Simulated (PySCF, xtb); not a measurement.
# Relaxing a trial structure of BOSn

The starting geometry of this gas-phase doublet was built from a drawn formula by distance geometry and a force field; its bonds are those of `[B]1=[Sn][O]1`.

```yaml
atoms:
  - { symbol: B, position_ang: [-1.5740, -0.3679, 3.1041] }
  - { symbol: O, position_ang: [-2.1672, 0.3051, 2.1482] }
  - { symbol: Sn, position_ang: [-0.4591, -0.5807, 1.7153] }
```

Q: Predict what becomes of its bonds when it is optimised with r2SCAN-D4/def2-SVP.

A: A bond breaks, giving a structure given below by its coordinates. Distances that change by over a tenth: B1–Sn3 (1.79 → 2.30 Å). Contacts that open: O2–Sn3 (1.97 → 3.51 Å).

The energy falls by 3.68 eV over 21 steps:

```
step  E − E(last) (eV)
   1             3.682
   3             0.998
   5             0.709
   8             0.254
  10             0.101
  12             0.005
  14             0.000
  17             0.001
  19             0.000
  21             0.000
```

Final geometry (Å):

```yaml
atoms:
  - { symbol: B, position_ang: [-1.6803, -0.1605, 2.5158] }
  - { symbol: O, position_ang: [-2.6934, 0.3569, 2.9420] }
  - { symbol: Sn, position_ang: [0.2470, -1.1260, 1.7135] }
```

From the same start GFN2-xTB reaches the same bonding as this run.

No frequencies were run, so the end isn't proven a minimum. Open shells are spin-unrestricted. Atoms past krypton carry core potentials, without spin–orbit terms. Run with PySCF 2.14.0, 3.4 min on 2 threads of Intel(R) Xeon(R) Processor @ 2.50GHz (Skylake/Cascade Lake), with other jobs on the host.
